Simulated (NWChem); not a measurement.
System: SiN$_{2}$H$_{4}$, singlet; SMILES [Si](N)N

Input file for NWChem:

```
start job
memory heap 200 mb stack 900 mb global 1100 mb
geometry units angstroms noautosym nocenter noautoz
  Si     0.000000     0.000000    -0.653503
  N      1.324522     0.000000     0.456488
  H      1.291021     0.000000     1.472098
  H      2.278372     0.000000     0.114386
  N     -1.324522     0.000000     0.456488
  H     -2.278372     0.000000     0.114386
  H     -1.291021     0.000000     1.472098
end
basis spherical
  * library def2-svp
end
dft
  xc pbe0
  iterations 150
end
cosmo
  do_cosmo_smd true
  solvent water
end
task dft energy
```

Low-valent species are run as closed-shell singlets; no triplet was tried in these runs. The geometry was optimised at PBE0/def2-SVP. Solvent: water.

Level: PBE0/def2-SVP with SMD (1 M gas to 1 M solution), gas-phase geometry. Reactions with the solvent are ignored.

Task: Give the results of this calculation. (PBE0/def2-SVP, SMD on the gas-phase geometry.) Quantities: solvation free energy (kcal/mol); cavity-dispersion-structure term (kcal/mol); dipole in solution (D).

Result: 
- solvation free energy (kcal/mol) = -4.2
- cavity-dispersion-structure term (kcal/mol) = 2.7
- dipole in solution (D) = 3.24
